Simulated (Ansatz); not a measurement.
`F[SiH2][SeH]` and `O[SiH2]F` differ in one element.

Ansatz, PBE0-D4/def2-TZVP geometries, multiplicity 1. Each molecule was computed in one conformer, which needn't be the lowest.

Scalar relativity is left out up to krypton.

| property | `F[SiH2][SeH]` |
| --- | --- |
| LUMO energy (PBE0/def2-TZVPP) / eV | -0.21 |
| size of the dipole moment (ωB97M-V/def2-TZVPP) / D | 1.11 |
| ideal-gas entropy at 298 K and 1 bar (rigid rotor, harmonic PBE0-D4/def2-TZVP) / J/(mol·K) | 306 |
| size of the dipole moment (B3LYP/def2-TZVPP) / D | 1.13 |
| LUMO energy (B3LYP/def2-TZVPP) / eV | -0.49 |
| HOMO energy (PBE0/def2-TZVPP) / eV | -7.54 |

(1) What does the change do to each property? (Estimate.)

## Answers

(1) Ansatz gave: 
```json
{"property": "LUMO energy (PBE0/def2-TZVPP) / eV", "`O[SiH2]F`": "0.37", "shift": "0.58"}
{"property": "size of the dipole moment (ωB97M-V/def2-TZVPP) / D", "`O[SiH2]F`": "1.60", "shift": "0.49"}
{"property": "ideal-gas entropy at 298 K and 1 bar (rigid rotor, harmonic PBE0-D4/def2-TZVP) / J/(mol·K)", "`O[SiH2]F`": "276", "shift": "-30"}
{"property": "size of the dipole moment (B3LYP/def2-TZVPP) / D", "`O[SiH2]F`": "1.60", "shift": "0.47"}
{"property": "LUMO energy (B3LYP/def2-TZVPP) / eV", "`O[SiH2]F`": "0.03", "shift": "0.52"}
{"property": "HOMO energy (PBE0/def2-TZVPP) / eV", "`O[SiH2]F`": "-9.32", "shift": "-1.78"}
```

With PBE0 the HOMO falls by 1.78 eV and the LUMO rises by 0.58 eV, so the gap widens by about 2.36 eV. PBE moves the HOMO by -1.42 eV and ωB97M-V by -1.92 eV. Dipoles are sizes alone; their direction can turn.

B3LYP here is the variant with VWN-RPA as its local correlation; programs differ in this.

Spin–orbit coupling is left out; it splits and shifts lone-pair levels of the heavy atoms by tenths of an eV.
